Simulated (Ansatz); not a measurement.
`O[SiH]1[CH2][GeH2]1` at its PBE0-D4/def2-TZVP geometry, where that method's forces vanish. Charge 0, multiplicity 1.

```json
{"atom": "O1", "x (Å)": "-0.845", "y (Å)": "-1.743", "z (Å)": "-1.128"}
{"atom": "Si2", "x (Å)": "-0.818", "y (Å)": "-0.220", "z (Å)": "-0.512"}
{"atom": "C3", "x (Å)": "0.819", "y (Å)": "0.635", "z (Å)": "-0.567"}
{"atom": "Ge4", "x (Å)": "0.339", "y (Å)": "0.349", "z (Å)": "1.392"}
{"atom": "H5", "x (Å)": "-1.467", "y (Å)": "-2.364", "z (Å)": "-0.749"}
{"atom": "H6", "x (Å)": "-2.008", "y (Å)": "0.582", "z (Å)": "-0.892"}
{"atom": "H7", "x (Å)": "1.681", "y (Å)": "0.044", "z (Å)": "-0.871"}
{"atom": "H8", "x (Å)": "0.878", "y (Å)": "1.657", "z (Å)": "-0.932"}
{"atom": "H9", "x (Å)": "0.086", "y (Å)": "1.641", "z (Å)": "2.175"}
{"atom": "H10", "x (Å)": "1.335", "y (Å)": "-0.583", "z (Å)": "2.085"}
```

(1) For each bond, give half the difference of the two atoms' forces along it (eV/Å; positive pushes the atoms apart) under PBE-D4, r2SCAN-D4, B3LYP-D4, ωB97M-V in def2-TZVPP. (An estimate is asked.)

Results:

(1) Computed: 
```csv
bond,length (Å),PBE-D4,r2SCAN-D4,B3LYP-D4,ωB97M-V
O1–Si2,1.643,0.31,0.06,0.13,0.16
O1–H5,0.958,0.33,0.02,-0.02,-0.07
Si2–C3,1.847,0.04,0.00,0.10,-0.05
Si2–Ge4,2.299,0.01,0.02,0.15,-0.02
Si2–H6,1.485,-0.01,-0.02,-0.15,-0.16
C3–Ge4,2.037,0.17,0.11,0.27,0.02
C3–H7,1.088,0.08,-0.02,-0.10,-0.04
C3–H8,1.087,0.07,-0.03,-0.11,-0.05
Ge4–H9,1.532,0.04,-0.06,-0.06,-0.07
Ge4–H10,1.531,0.05,-0.05,-0.06,-0.07
```

B3LYP here is the variant with VWN-RPA as its local correlation; programs differ in this.
